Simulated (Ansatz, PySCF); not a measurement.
Cd(Me)(SiH3) (CH6CdSi), SMILES [SiH3][Cd][CH3].

Geometry optimised at B3LYP-D3(BJ)/def2-SVP. The structure was generated by enumeration; whether it is a known compound was not checked. The def2 effective core potentials stand for the cores of Cd; spin–orbit coupling is left out.

Vertical ionisation energy (IE) and electron affinity (EA) in eV. Rows of orbital energies are one-electron estimates. Where ΔSCF, EOM or ADC give a negative EA the extra electron is unbound and the value depends on the basis.

| level | IE | EA |
|---|---|---|
| −ε(HOMO), −ε(LUMO), r2SCAN/def2-TZVPD (PySCF) | 5.97 | 1.26 |
| −ε(HOMO), −ε(LUMO), PBE/def2-TZVPD (PySCF) | 5.79 | 1.51 |
| ΔSCF, PBE0/def2-SVPD (Ansatz), final states of multiplicity 2 and 2 | 8.64 | -0.59 |
| ΔSCF, PBE/def2-SVPD (Ansatz), final states of multiplicity 2 and 2 | 8.53 | -0.56 |

Problem. What vertical singlet–triplet gap does ΔSCF give with PBE0/def2-SVPD (Ansatz, an electronic-structure program) and with PBE/def2-SVPD (Ansatz)? (The exact figures need the calculation; the answer reports its results.)

Solution. 4.36 and 4.21 eV (triplet above singlet where positive).
